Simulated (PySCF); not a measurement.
1-butanol (C4H10O), SMILES C(CCO)C. Heavy atoms are numbered as in [CH3:1][CH2:2][CH2:3][CH2:4][OH:5]. Hydrogens are named by the atom that carries them.

Geometry: PBE0-D3(BJ)/def2-SVP. The values are those of a single conformer.

Method: ωB97X/def2-TZVP (PySCF).

ESP charges are fitted to the potential on shells at 1.4 to 2.0 van der Waals radii. Atomic charges (e), one atom of each kind:

| atom | meta-Löwdin | Löwdin | ESP fit |
|---|---|---|---|
| C1 (CH3) | -0.32 | -0.31 | (withheld) |
| C2 (CH2) | -0.18 | -0.30 | (withheld) |
| C3 (CH2) | -0.19 | -0.28 | 0.09 |
| C4 (CH2) | 0.03 | -0.37 | 0.17 |
| O5 (OH) | -0.54 | -0.03 | -0.67 |
| H on C1 | 0.10 | 0.12 | (withheld) |
| H on C2 | 0.09 | 0.13 | -0.01 |
| H on C3 | 0.10 | 0.14 | (withheld) |
| H on C4 | 0.08 | 0.11 | (withheld) |
| H on O5 | 0.34 | 0.17 | 0.43 |

Question: Complete the blanks. (The exact figures need the calculation; the answer reports its results.)

Answer: 
- C1 (CH3), ESP fit: -0.43
- C2 (CH2), ESP fit: 0.12
- H on C1, ESP fit: 0.10
- H on C3, ESP fit: 0.02
- H on C4, ESP fit: -0.01

Computed Mayer and Wiberg (Löwdin basis) orders of the bonds:
```
bond   Mayer  Wiberg
-----  -----  ------
C1–C2   0.98    1.30
C2–C3   0.96    1.22
C3–C4   0.99    1.25
C4–O5   1.08    1.60
```
